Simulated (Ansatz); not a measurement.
Li8I8⁻ (started as a model of: 2x2x4 LiI rock-salt block). The state is a doublet with charge -1. Geometry PBE-D4/def2-SVP; atoms count from 1.

| atom | x (Å) | y (Å) | z (Å) |
| --- | --- | --- | --- |
| Li1 | 0.812 | -3.330 | 2.510 |
| I2 | 2.025 | -1.559 | 0.796 |
| Li3 | 1.845 | 0.652 | -0.955 |
| I4 | 2.873 | 2.531 | -2.715 |
| I5 | -0.355 | -1.720 | 4.352 |
| Li6 | 0.033 | -0.047 | 2.177 |
| I7 | 0.648 | 2.421 | 0.943 |
| Li8 | 0.986 | 3.909 | -1.341 |
| I9 | -1.133 | -4.446 | 0.987 |
| Li10 | -0.547 | -2.081 | -0.333 |
| I11 | -0.178 | -0.474 | -2.629 |
| Li12 | 0.430 | 1.961 | -3.744 |
| Li13 | -2.229 | -2.541 | 2.574 |
| I14 | -2.495 | -0.387 | 0.890 |
| Li15 | -1.331 | 1.476 | -0.888 |
| I16 | -1.385 | 3.635 | -2.626 |

In the def2 sets I takes a core potential; there is no spin–orbit coupling. The highest occupied level of the relaxed charge -1 doublet lies above zero (up to 0.48 eV). By energy differences its removal costs 0.59 eV (each at its own geometry, to the charge 0 singlet, at PBE-D4/def2-SVP); self-interaction error and the lack of diffuse functions both raise the level.

(1) Estimate the Mulliken populations from the PBE/def2-SVP orbitals of Ansatz.

(2) Where does the spin sit?

(3) And the Mayer bond orders between bonded heavy atoms (over 0.3)?

Results:

(1) 
```csv
atom,charge (e),spin (α − β)
Li1,0.21,0.26
I2,-0.41,-0.01
Li3,0.37,0.01
I4,-0.42,-0.01
I5,-0.42,-0.01
Li6,0.37,0.01
I7,-0.41,-0.01
Li8,0.21,0.26
I9,-0.42,-0.01
Li10,0.37,0.01
I11,-0.41,-0.01
Li12,0.21,0.26
Li13,0.21,0.26
I14,-0.41,-0.01
Li15,0.37,0.01
I16,-0.42,-0.01
```
Mulliken values and Mayer orders depend strongly on the basis.

(2) Summed by element: Li 1.07, I -0.07, of 1 unpaired in all. Largest on single atoms: Li12 0.26, Li13 0.26, Li1 0.26.

(3) Li1–I5 0.34 (2.71 Å); Li1–I9 0.34 (2.71 Å); Li3–I4 0.32 (2.77 Å); I4–Li8 0.34 (2.71 Å); I4–Li12 0.34 (2.71 Å); I5–Li6 0.32 (2.77 Å); I5–Li13 0.34 (2.71 Å); Li8–I16 0.34 (2.71 Å); I9–Li10 0.32 (2.77 Å); I9–Li13 0.34 (2.71 Å); Li12–I16 0.34 (2.71 Å); Li15–I16 0.32 (2.77 Å).
